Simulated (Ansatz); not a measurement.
Ansatz (a quantum-chemistry and plane-wave program) input for C4H14GeO2Si, SMILES C[Si](O)(O)[Ge]([CH3])([CH3])[CH3], PBE-D3(BJ)/def2-SVP. 

Ansatz 0.2 input:
```yaml
crystal:
  periodic: [false, false, false]
  atoms:
    - {symbol: Si, position_ang: [1.39298309, -0.23397692, -0.16570864]}
    - {symbol: C, position_ang: [2.55819925, 1.21786630, 0.19639868]}
    - {symbol: O, position_ang: [1.82336026, -0.66169852, -1.68582668]}
    - {symbol: O, position_ang: [1.60535186, -1.47955189, 0.87490416]}
    - {symbol: Ge, position_ang: [-0.90682899, 0.14580097, 0.09875766]}
    - {symbol: C, position_ang: [-1.49008199, 1.86650565, -0.71178091]}
    - {symbol: C, position_ang: [-1.44078757, 0.18671998, 2.01059506]}
    - {symbol: C, position_ang: [-1.97715768, -1.28891361, -0.78183157]}
    - {symbol: H, position_ang: [3.58920161, 0.95545861, -0.01877748]}
    - {symbol: H, position_ang: [2.49522977, 1.51645761, 1.23801569]}
    - {symbol: H, position_ang: [2.30537860, 2.07831340, -0.41276271]}
    - {symbol: H, position_ang: [1.33686328, -1.34030658, -2.14642563]}
    - {symbol: H, position_ang: [2.47331854, -1.85059578, 1.01976109]}
    - {symbol: H, position_ang: [-0.99648542, 2.70985979, -0.23736739]}
    - {symbol: H, position_ang: [-2.56217835, 2.00015673, -0.59875250]}
    - {symbol: H, position_ang: [-1.25890648, 1.89863636, -1.77283641]}
    - {symbol: H, position_ang: [-1.14720510, -0.73215155, 2.50872816]}
    - {symbol: H, position_ang: [-0.96664550, 1.01508112, 2.52959087]}
    - {symbol: H, position_ang: [-2.51723387, 0.29886691, 2.10997631]}
    - {symbol: H, position_ang: [-1.83295586, -1.28677249, -1.85949395]}
    - {symbol: H, position_ang: [-3.03714983, -1.14774462, -0.58790530]}
    - {symbol: H, position_ang: [-1.69519597, -2.26828002, -0.40498182]}
basis:
  gaussian:
    orbitals: def2-SVP
hamiltonian:
  xc: pbe
  dispersion: d3bj
relax: {f_tol: 0.002, max_steps: 200}
```

It prints:

```
[...]
relax step  10: F+E_penalty+E_count = -72831.22015318 eV  Δ(F+E_penalty+E_count) = -1.458e-4 eV  max|allowed force component| = 2.793e-2 eV/Å  Δτ_max = 0.0399 Å  (30 SCF iters, accepted)
these checks for a lower state are left out or cut short: starts, cluster_reference, orbital_swaps, neighbouring_geometries, increment
integrals: 0.23 GiB planned
2277 factors; their error is unknown
mean field: 1.08 GiB planned
mean field -72830.66482345 eV, -2676.4775658642 hartree, gradient 2.1e-5 eV, S^2 0.000000; 0 other end points of the search recorded, 0 dependent functions left out
the calculation of the forces begins
reference -72830.66487107 eV, -2676.4775676141 hartree; 50, 50 occupied and 154, 154 virtual orbitals, 2277 factors
relax step  11: F+E_penalty+E_count = -72831.22028598 eV  Δ(F+E_penalty+E_count) = -1.328e-4 eV  max|allowed force component| = 3.261e-2 eV/Å  Δτ_max = 0.0438 Å  (29 SCF iters, accepted)
these checks for a lower state are left out or cut short: starts, cluster_reference, orbital_swaps, neighbouring_geometries, increment
integrals: 0.23 GiB planned
2277 factors; their error is unknown
mean field: 1.08 GiB planned
mean field evaluation 96: about -72830.6650 eV, gradient 2.1e-5 eV
mean field -72830.66501904 eV, -2676.4775730518 hartree, gradient 2.1e-5 eV, S^2 0.000000; 0 other end points of the search recorded, 0 dependent functions left out
the calculation of the forces begins
reference -72830.66506663 eV, -2676.4775748007 hartree; 50, 50 occupied and 154, 154 virtual orbitals, 2277 factors
relax step  12: F+E_penalty+E_count = -72831.22040485 eV  Δ(F+E_penalty+E_count) = -1.189e-4 eV  max|allowed force component| = 2.994e-2 eV/Å  Δτ_max = 0.0219 Å  (30 SCF iters, accepted)
these checks for a lower state are left out or cut short: starts, cluster_reference, orbital_swaps, neighbouring_geometries, increment
integrals: 0.23 GiB planned
2277 factors; their error is unknown
mean field: 1.08 GiB planned
mean field -72830.66506694 eV, -2676.4775748122 hartree, gradient 2.1e-5 eV, S^2 0.000000; 0 other end points of the search recorded, 0 dependent functions left out
the calculation of the forces begins
reference -72830.66511451 eV, -2676.4775765602 hartree; 50, 50 occupied and 154, 154 virtual orbitals, 2277 factors
relax step  13: F+E_penalty+E_count = -72831.22052666 eV  Δ(F+E_penalty+E_count) = -1.218e-4 eV  max|allowed force component| = 2.613e-2 eV/Å  Δτ_max = 0.0287 Å  (30 SCF iters, accepted)
these checks for a lower state are left out or cut short: starts, cluster_reference, orbital_swaps, neighbouring_geometries, increment
integrals: 0.23 GiB planned
2277 factors; their error is unknown
mean field: 1.08 GiB planned
mean field -72830.66505544 eV, -2676.4775743896 hartree, gradient 2.1e-5 eV, S^2 0.000000; 0 other end points of the search recorded, 0 dependent functions left out
the calculation of the forces begins
reference -72830.66510297 eV, -2676.4775761363 hartree; 50, 50 occupied and 154, 154 virtual orbitals, 2277 factors
relax step  14: F+E_penalty+E_count = -72831.22054614 eV  Δ(F+E_penalty+E_count) = -1.949e-5 eV  max|allowed force component| = 2.265e-2 eV/Å  Δτ_max = 0.0275 Å  (30 SCF iters, accepted)
these checks for a lower state are left out or cut short: starts, cluster_reference, orbital_swaps, neighbouring_geometries, increment
integrals: 0.23 GiB planned
2277 factors; their error is unknown
mean field: 1.08 GiB planned
mean field -72830.66515571 eV, -2676.4775780743 hartree, gradient 2.6e-5 eV, S^2 0.000000; 0 other end points of the search recorded, 0 dependent functions left out
the calculation of the forces begins
reference -72830.66520324 eV, -2676.4775798212 hartree; 50, 50 occupied and 154, 154 virtual orbitals, 2277 factors
relax step  15: F+E_penalty+E_count = -72831.22061717 eV  Δ(F+E_penalty+E_count) = -7.102e-5 eV  max|allowed force component| = 1.661e-2 eV/Å  Δτ_max = 0.0052 Å  (23 SCF iters, accepted)
these checks for a lower state are left out or cut short: starts, cluster_reference, orbital_swaps, neighbouring_geometries, increment
integrals: 0.23 GiB planned
2277 factors; their error is unknown
mean field: 1.08 GiB planned
mean field -72830.66518415 eV, -2676.4775791197 hartree, gradient 1.5e-5 eV, S^2 0.000000; 0 other end points of the search recorded, 0 dependent functions left out
the calculation of the forces begins
reference -72830.66523169 eV, -2676.4775808665 hartree; 50, 50 occupied and 154, 154 virtual orbitals, 2277 factors
relax step  16: F+E_penalty+E_count = -72831.22061179 eV  Δ(F+E_penalty+E_count) = +5.372e-6 eV  max|allowed force component| = 1.528e-2 eV/Å  Δτ_max = 0.0028 Å  (24 SCF iters, rejected (line search))
these checks for a lower state are left out or cut short: starts, cluster_reference, orbital_swaps, neighbouring_geometries, increment
integrals: 0.23 GiB planned
2277 factors; their error is unknown
mean field: 1.08 GiB planned
mean field evaluation 128: about -72830.6652 eV, gradient 7.7e-6 eV
mean field -72830.66516094 eV, -2676.4775782666 hartree, gradient 7.7e-6 eV, S^2 0.000000; 0 other end points of the search recorded, 0 dependent functions left out
the calculation of the forces begins
reference -72830.66520847 eV, -2676.4775800135 hartree; 50, 50 occupied and 154, 154 virtual orbitals, 2277 factors
relax step  17: F+E_penalty+E_count = -72831.22063783 eV  Δ(F+E_penalty+E_count) = -2.066e-5 eV  max|allowed force component| = 3.209e-3 eV/Å  Δτ_max = 0.0014 Å  (24 SCF iters, accepted)
these checks for a lower state are left out or cut short: starts, cluster_reference, orbital_swaps, neighbouring_geometries, increment
integrals: 0.23 GiB planned
2277 factors; their error is unknown
mean field: 1.08 GiB planned
mean field -72830.66515179 eV, -2676.4775779304 hartree, gradient 1.3e-5 eV, S^2 0.000000; 0 other end points of the search recorded, 0 dependent functions left out
the calculation of the forces begins
reference -72830.66519932 eV, -2676.4775796772 hartree; 50, 50 occupied and 154, 154 virtual orbitals, 2277 factors
relax step  18: F+E_penalty+E_count = -72831.22064315 eV  Δ(F+E_penalty+E_count) = -5.318e-6 eV  max|allowed force component| = 2.320e-3 eV/Å  Δτ_max = 0.0035 Å  (23 SCF iters, accepted)
these checks for a lower state are left out or cut short: starts, cluster_reference, orbital_swaps, neighbouring_geometries, increment
integrals: 0.23 GiB planned
2277 factors; their error is unknown
mean field: 1.08 GiB planned
mean field -72830.66516350 eV, -2676.4775783606 hartree, gradient 1.4e-5 eV, S^2 0.000000; 0 other end points of the search recorded, 0 dependent functions left out
the calculation of the forces begins
reference -72830.66521103 eV, -2676.4775801073 hartree; 50, 50 occupied and 154, 154 virtual orbitals, 2277 factors
relax step  19: F+E_penalty+E_count = -72831.22064725 eV  Δ(F+E_penalty+E_count) = -4.104e-6 eV  max|allowed force component| = 2.102e-3 eV/Å  Δτ_max = 0.0042 Å  (23 SCF iters, accepted)
these checks for a lower state are left out or cut short: starts, cluster_reference, orbital_swaps, neighbouring_geometries, increment
integrals: 0.23 GiB planned
2277 factors; their error is unknown
mean field: 1.08 GiB planned
mean field -72830.66517484 eV, -2676.4775787776 hartree, gradient 2.1e-5 eV, S^2 0.000000; 0 other end points of the search recorded, 0 dependent functions left out
the calculation of the forces begins
reference -72830.66522237 eV, -2676.4775805241 hartree; 50, 50 occupied and 154, 154 virtual orbitals, 2277 factors
relax step  20: F+E_penalty+E_count = -72831.22065300 eV  Δ(F+E_penalty+E_count) = -5.744e-6 eV  max|allowed force component| = 2.952e-3 eV/Å  Δτ_max = 0.0129 Å  (31 SCF iters, accepted)
these checks for a lower state are left out or cut short: starts, cluster_reference, orbital_swaps, neighbouring_geometries, increment
integrals: 0.23 GiB planned
2277 factors; their error is unknown
mean field: 1.08 GiB planned
mean field -72830.66520206 eV, -2676.4775797777 hartree, gradient 1.9e-5 eV, S^2 0.000000; 0 other end points of the search recorded, 0 dependent functions left out
the calculation of the forces begins
reference -72830.66524958 eV, -2676.4775815241 hartree; 50, 50 occupied and 154, 154 virtual orbitals, 2277 factors
relax step  21: F+E_penalty+E_count = -72831.22065317 eV  Δ(F+E_penalty+E_count) = -1.716e-7 eV  max|allowed force component| = 3.967e-3 eV/Å  Δτ_max = 0.0051 Å  (24 SCF iters, accepted)
these checks for a lower state are left out or cut short: starts, cluster_reference, orbital_swaps, neighbouring_geometries, increment
integrals: 0.23 GiB planned
2277 factors; their error is unknown
mean field: 1.08 GiB planned
mean field evaluation 160: about -72830.6652 eV, gradient 1.8e-5 eV
mean field -72830.66519863 eV, -2676.4775796515 hartree, gradient 1.8e-5 eV, S^2 0.000000; 0 other end points of the search recorded, 0 dependent functions left out
the calculation of the forces begins
reference -72830.66524615 eV, -2676.4775813980 hartree; 50, 50 occupied and 154, 154 virtual orbitals, 2277 factors
relax step  22: F+E_penalty+E_count = -72831.22065521 eV  Δ(F+E_penalty+E_count) = -2.040e-6 eV  max|allowed force component| = 1.247e-3 eV/Å  Δτ_max = 0.0016 Å  (22 SCF iters, accepted)
integrals: 0.23 GiB planned
2277 factors; their error is unknown
mean field: 1.08 GiB planned
mean field -72830.66519863 eV, -2676.4775796515 hartree, gradient 1.8e-5 eV, S^2 0.000000; 1 other end points of the search recorded, 0 dependent functions left out
the calculation of the forces begins
reference -72830.66524615 eV, -2676.4775813980 hartree; 50, 50 occupied and 154, 154 virtual orbitals, 2277 factors
Total energy: -72831.22070273 eV, -2676.4979940509 hartree
Atom 0 at     1.383823    -0.230075    -0.178063 Å, force     0.000407    -0.001247    -0.000178 eV/Å
Atom 1 at     2.528204     1.165258     0.346750 Å, force     0.000037     0.000653     0.000591 eV/Å
Atom 2 at     1.759639    -0.466019    -1.815468 Å, force    -0.000158     0.000633    -0.000442 eV/Å
Atom 3 at     1.651395    -1.640502     0.723125 Å, force    -0.000128     0.000286    -0.000287 eV/Å
Atom 4 at    -0.952489     0.163234     0.108538 Å, force    -0.000790     0.000166     0.000365 eV/Å
Atom 5 at    -1.490571     1.832283    -0.806833 Å, force     0.000347     0.000165    -0.000031 eV/Å
Atom 6 at    -1.428884     0.285879     2.022384 Å, force     0.000245    -0.000086    -0.000173 eV/Å
Atom 7 at    -1.954054    -1.340722    -0.701121 Å, force     0.000325    -0.000342     0.000065 eV/Å
Atom 8 at     3.587901     0.912577     0.132434 Å, force    -0.000335    -0.000274     0.000027 eV/Å
Atom 9 at     2.429217     1.371915     1.431238 Å, force     0.000054     0.000226    -0.000312 eV/Å
Atom 10 at     2.286082     2.093735    -0.209289 Å, force     0.000247    -0.000209     0.000007 eV/Å
Atom 11 at     1.180780    -1.117917    -2.248683 Å, force    -0.000120    -0.000137     0.000256 eV/Å
Atom 12 at     2.581393    -1.931657     0.745050 Å, force    -0.000015    -0.000005     0.000214 eV/Å
Atom 13 at    -0.992855     2.710334    -0.349282 Å, force    -0.000093     0.000056    -0.000132 eV/Å
Atom 14 at    -2.587460     1.975783    -0.732850 Å, force     0.000001    -0.000193     0.000047 eV/Å
Atom 15 at    -1.212445     1.795178    -1.878694 Å, force     0.000019     0.000095     0.000036 eV/Å
Atom 16 at    -1.093072    -0.625594     2.554483 Å, force    -0.000035     0.000101     0.000048 eV/Å
Atom 17 at    -0.942012     1.163875     2.491218 Å, force    -0.000091    -0.000019     0.000049 eV/Å
Atom 18 at    -2.526220     0.387071     2.143861 Å, force     0.000080    -0.000008    -0.000055 eV/Å
Atom 19 at    -1.747967    -1.415917    -1.787833 Å, force    -0.000055    -0.000043    -0.000001 eV/Å
Atom 20 at    -3.044567    -1.192439    -0.566966 Å, force     0.000138     0.000139     0.000012 eV/Å
Atom 21 at    -1.664766    -2.296548    -0.221722 Å, force    -0.000080     0.000044    -0.000105 eV/Å
Dipole moment:     0.054013    -0.055781     0.002725 e Å
```

Self-consistency was reached.

Cost: about 3 core-minutes (a rough figure).
